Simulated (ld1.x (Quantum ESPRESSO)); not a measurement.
## Which setting gave this result? (Os, ultrasoft)

Base potential:

```json
{
  "Element": "osmium (Os)",
  "Generator": "ld1.x (Quantum ESPRESSO) 7.5",
  "Type": "ultrasoft",
  "Functional": "revPBE",
  "Relativity": "scalar-relativistic",
  "Frozen core": "[Xe] 4f14",
  "Valence charge": "8",
  "Reference configuration": "5d6 6s0 6p0 (charge +2)",
  "Partial waves": "6s (bound, empty): rcut 1.95, rcutus 2.30 bohr; 6s channel at 1 Ry: rcut 1.95, rcutus 2.30 bohr; 6p (bound, empty): rcut 2.25, rcutus 3.00 bohr; 6p channel at -0.7 Ry: rcut 2.25, rcutus 3.00 bohr; 5d (bound): rcut 1.60, rcutus 2.00 bohr; 5d channel at -0.85 Ry: rcut 1.60, rcutus 2.00 bohr",
  "Local potential": "all-electron potential smoothed inside 1.95 bohr (lloc = -1)",
  "Core correction": "none",
  "Augmentation charge": "built from norm-conserving waves at rcut, not smoothed further"
}
```

Cutoffs, loose and tight: the cutoffs (Ry, on a coarse ladder) from which the occupation-weighted sum of valence levels, in a spherical-Bessel basis at the reference potential, stays within 10 and 1 mRy of its value at 400 Ry. They do not see the model core or the augmentation charge, which bear on the density cutoff. Test errors are all-electron minus pseudo excitation energies from the reference, over the configurations 5d6 6s2 6p0; 5d6 6s1 6p0; 5d5 6s0 6p0; 5d7 6s0 6p0; 5d6 6s0 6p1; 5d6.5 6s1.5 6p0; 5d5 6s2 6p1; variants that change the core or the reference have their own tests.

Only the scale of all radii (base = 1) is moved (5 further runs of the sweep failed or gave no value and are left out):

| scale of all radii (base = 1) | cutoff, loose | cutoff, tight | bound ghosts | largest test error (meV) |
| --- | --- | --- | --- | --- |
| 0.75 | 45 Ry | 80 Ry | s, p | -30 over the solved tests; test run stopped at test 7 of 7 (negative rho), 4 before it not solved |
| 0.95 | 30 Ry | 50 Ry | s | +39 over the solved tests; test run stopped at test 6 of 7 (negative rho), 2 before it not solved |
| 1.02 | 25 Ry | 40 Ry | s | +1227 |
| 1.17 | 18 Ry | 35 Ry | none | test run stopped at test 2 of 7 (negative rho) |

Q: One more run gave cutoff, loose: 21 Ry; cutoff, tight: 35 Ry; bound ghosts: none; largest test error (meV): test run stopped at test 1 of 7 (negative rho). Which value of the scale of all radii (base = 1) was used?

A: 1.12. The loose cutoff moves one way along this sweep, from 45 Ry at 0.75 to 18 Ry at 1.17, which places the run between 1.02 and 1.17.
